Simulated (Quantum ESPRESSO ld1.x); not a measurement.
The numbers below are computed, except where a source is named.
The krypton ion Kr2+, 34 electrons, occupied as [Ar] 3d10 4s2 4p4 (the NIST ground configuration). Code: ld1.x of Quantum ESPRESSO 7.5. Model: Dirac Kohn-Sham, BP86, spin-unpolarised, spherical densities, point nucleus; open shells fill j = l - 1/2 first.

X-ray form factor f0, the Fourier transform of the density (f0(0) = 34):

sin(theta)/lambda (1/angstrom)  f0 (electrons)
0.05                                    33.538
0.1                                     32.264
0.15                                    30.454
0.2                                     28.425
0.25                                    26.421
0.3                                     24.575
0.4                                     21.444
0.5                                     18.850
0.6                                     16.550
0.8                                     12.630
1                                        9.768
1.25                                     7.585
1.5                                      6.393
2                                        5.068
